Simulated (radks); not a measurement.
Results of a calculation; reference values are marked as such.
Species: Sn I. Configuration: [Kr] 4d10 5s2 5p2. Level of theory: scalar-relativistic Kohn-Sham, LDA (Slater exchange, VWN5 correlation), spin-polarised, spherical densities, finite nucleus; open shells are filled with parallel spins first (spin-orbit coupling, left out, can overturn this in heavy ions); Fermi nuclear charge, rms radius 4.6519 fm; hard spherical wall at 12 bohr (a radial shooting solver on a logarithmic mesh with Libxc functionals).

Unscreened Slater integrals over Kohn-Sham orbitals (hartree). They are taken over the spin-up orbitals. Empty in this configuration: 6s.

F0(5p,5p): 0.28483
F2(5p,5p): 0.14858
F0(5p,5s): 0.32086
G1(5p,5s): 0.19945
F0(5p,4d): 0.36624
F2(5p,4d): 0.087518
G1(5p,4d): 0.030330
G3(5p,4d): 0.025798
F0(5p,4p): 0.37217
F2(5p,4p): 0.067608
G0(5p,4p): 0.012018
G2(5p,4p): 0.015085
F0(5p,6s): 0.16998
G1(5p,6s): 0.022864
F0(5s,5s): 0.37776
F0(5s,4d): 0.46724
G2(5s,4d): 0.063218
F0(5s,4p): 0.47921
G1(5s,4p): 0.028825
F0(5s,6s): 0.17607
G0(5s,6s): 0.0094121
F0(4d,4d): 0.82184
F2(4d,4d): 0.40936
F4(4d,4d): 0.26855
F0(4d,4p): 0.90437
F2(4d,4p): 0.45034
G1(4d,4p): 0.57080
G3(4d,4p): 0.35022
F0(4d,6s): 0.18606
G2(4d,6s): 0.0064003
F0(4p,4p): 1.0152
F2(4p,4p): 0.53106
F0(4p,6s): 0.18759
G1(4p,6s): 0.0035180
F0(6s,6s): 0.14127

Derived for the open shells (J is the average intra-shell exchange parameter used in DFT+U). 5p: J = F2/5 = 0.02972 hartree.
